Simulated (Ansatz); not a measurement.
## LiI (SMILES [Li][I]): methods side by side

LiI: 2 atoms, total charge 0, spin state singlet. As SMILES, `[Li][I]`. The bond length is the measured one.

```jsonl
{"atom": "Li", "x (Å)": "0.0000", "y (Å)": "0.0000", "z (Å)": "0.0000"}
{"atom": "I", "x (Å)": "0.0000", "y (Å)": "0.0000", "z (Å)": "2.3919"}
```

Each level gives the energy change with the Li1–I2 bond stretched from 2.392 to 2.990 Å (eV). The values are calculated.

```csv
level,kind,program,value (eV),less FCI/STO-3G
HF/STO-3G (restricted),Hartree–Fock,Ansatz,1.36,+0.02
SVWN5/STO-3G (restricted),LDA,Ansatz,1.30,-0.04
BLYP/STO-3G (restricted),GGA,Ansatz,1.21,-0.13
r2SCAN/STO-3G (restricted),meta-GGA,Ansatz,1.26,-0.08
RPA@PBE/STO-3G (restricted),RPA,Ansatz,1.27,-0.07
MP2/STO-3G (restricted),perturbation theory,Ansatz,1.38,+0.04
CCSD(T)/STO-3G (restricted),coupled cluster or CI,Ansatz,1.34,0.00
CCSDTQ/STO-3G (restricted),coupled cluster or CI,Ansatz,1.34,0.00
FCI/STO-3G,exact in the basis,Ansatz,1.34,0.00
```

FCI/STO-3G is exact within its basis and frozen core, so for wave-function methods in that basis the difference is their error; functionals converge differently with the basis, so for them it is only a difference. All-electron rows without a relativistic Hamiltonian named are non-relativistic. The first shape isn't each level's own minimum. The values span 1.21 to 1.38 eV. Minimal STO sets describe s-block atoms so badly that they can place the ion below the atom. All rows use very small basis sets, so even the best lies far from the true value. In the correlated wave-function rows the outer d shell of I is correlated, in sets not made for it.
